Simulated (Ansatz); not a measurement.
Harmonic frequencies (cm⁻¹) at PBE0-D4/def2-TZVP from Ansatz: 50, 50, 162, 167, 167, 172, 172, 400, 652, 652, 657, 657, 667, 1476, 2368.

Each molecule was computed in one conformer, which needn't be the lowest.

Task: Which molecule is it?
A. `[OH][Hf]([F])([F])[SH]`
B. `[CH3][Hf]([F])([F])[Cl]`
C. `O=C=[N][Hf]([F])([F])[F]`
D. `[OH][Hf]([OH])([F])[I]`

Result: C.
